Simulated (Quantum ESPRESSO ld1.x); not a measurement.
Input (ld1.x (Quantum ESPRESSO 7.5)):

```
 &input
    zed=44.0,
    iswitch=1,
    rel=2,
    dft='PW91',
    config='[Ar] 3d10 4s2 4p4',
    rel_dist='average',
    lsmall=.true.,
    prefix='ld1',
    max_out_wfc=37,
    file_charge='ld1.rho',
 /
```

Command: `OMP_NUM_THREADS=1 ld1.x < ld1.in > ld1.out`

Output (excerpt):

```
     Program LD1 v.7.5 starts

     --------------------------- All-electron run ----------------------------

     dirac relativistic calculation

     atomic number is 44.00
     dft =PW91   lsd =0 sic =0 latt =0  beta=0.20 tr2=1.0E-14
     Exchange-correlation= PW91
                           (   1   4   2   2   0   0   0)
     mesh =2049 r(mesh) =  99.46545 a.u. xmin = -8.00 dx = 0.00800
     1 Ry =  13.60569312 eV, c = 137.03599908

     n l j   nl                  e(Ry)          e(Ha)          e(eV)
     Spin orbit split results
     1 0 0.5 1S 1( 2.00)     -1626.1126      -813.0563    -22124.3894
     2 0 0.5 2S 1( 2.00)      -245.9943      -122.9972     -3346.9235
     2 1 0.5 2P 1( 2.00)      -228.4312      -114.2156     -3107.9649
     2 1 1.5 2P 1( 4.00)      -218.7993      -109.3996     -2976.9161
     3 0 0.5 3S 1( 2.00)       -54.6805       -27.3403      -743.9662
     3 1 0.5 3P 1( 2.00)       -47.8675       -23.9337      -651.2699
     3 1 1.5 3P 1( 4.00)       -46.2173       -23.1086      -628.8178
     3 2 1.5 3D 1( 4.00)       -34.1792       -17.0896      -465.0321
     3 2 2.5 3D 1( 6.00)       -33.8552       -16.9276      -460.6239
     4 0 0.5 4S 1( 2.00)       -18.1094        -9.0547      -246.3903
     4 1 0.5 4P 1( 1.33)       -15.8652        -7.9326      -215.8570
     4 1 1.5 4P 1( 2.67)       -15.5322        -7.7661      -211.3262
     Averaged results
     1 0     1S 1( 2.00)     -1626.1126      -813.0563    -22124.3894
     2 0     2S 1( 2.00)      -245.9943      -122.9972     -3346.9235
     2 1     2P 1( 6.00)      -222.0099      -111.0050     -3020.5991
     3 0     3S 1( 2.00)       -54.6805       -27.3403      -743.9662
     3 1     3P 1( 6.00)       -46.7673       -23.3837      -636.3018
     3 2     3D 1(10.00)       -33.9848       -16.9924      -462.3872
     4 0     4S 1( 2.00)       -18.1094        -9.0547      -246.3903
     4 1     4P 1( 4.00)       -15.6432        -7.8216      -212.8364

     final scf error:  6.7E-15 reached in  46 iterations

     Etot =   -9004.169676 Ry,   -4502.084838 Ha, -122507.969445 eV

     Ekin =    9373.298437 Ry,    4686.649218 Ha,  127530.222083 eV
     Encl =  -21298.135532 Ry,  -10649.067766 Ha, -289775.896146 eV
     Eh   =    3176.660646 Ry,    1588.330323 Ha,   43220.669899 eV
     Exc  =    -255.993226 Ry,    -127.996613 Ha,   -3482.965281 eV
```

Run on one thread of a shared host, so times are rough (Intel(R) Xeon(R) Processor @ 2.60GHz): 0.59 s of CPU time, 2.1 s wall, 46 iterations on 2049 mesh points.
